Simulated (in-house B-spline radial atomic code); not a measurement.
**Removing one electron from Hf XLI (Hf40+)**

Closed shell [Ar] 3d10 4s2 (4p1/2)2. Computed with a B-spline radial code for spherical atoms: Koopmans values of Dirac-Hartree-Fock plus a diagonal self-energy, in second order or with its direct term screened (direct RPA, with the hole-particle interaction, or full time-dependent Hartree-Fock), linearised in energy; no-pair Dirac-Coulomb Hamiltonian, finite nucleus. Shifts add to the Koopmans value (the ΔSCF shift is orbital relaxation alone); the final value takes TDHF screening with Breit and QED.

The shells are closed in jj coupling only; the real ground state mixes other jj configurations.

Command:
```bash
python run_mb.py task.json out
```
Settings (nuclear radius in fm, box in bohr, cutoff in hartree; a minus after a letter marks j = l - 1/2):
```
basis_form          2
Z                   72
core_configuration  [Ar] 3d10 4s2 4p-2
rms_radius          5.347
mass_number         180
speed_of_light      137.036
box_radius          2.947
lmax                7
intervals           57
virtual_cutoff      20736.0
```

Run time, properties included: 28 s on 1 thread of Arm Neoverse N1, with other jobs on the host.

Energies in eV:

| subshell | Koopmans | ΔSCF shift | second order | direct RPA | hole-particle | TDHF | Breit + QED | final |
| --- | --- | --- | --- | --- | --- | --- | --- | --- |
| 4p1/2 | 1965.34 | -0.426 | ? | ? | ? | ? | ? | ? |

Problem. What does the self-energy do to 4p1/2?

Solution. It shifts the removal energy by 1.835 eV in second order, 1.659 with direct RPA, 1.738 with the hole-particle term and 1.806 with TDHF screening (quasi-particle weight 0.994); Breit and QED add -2.484 eV. The final value is 1964.66 eV, against 1963 ± 4 eV (NIST, tabulated theory).
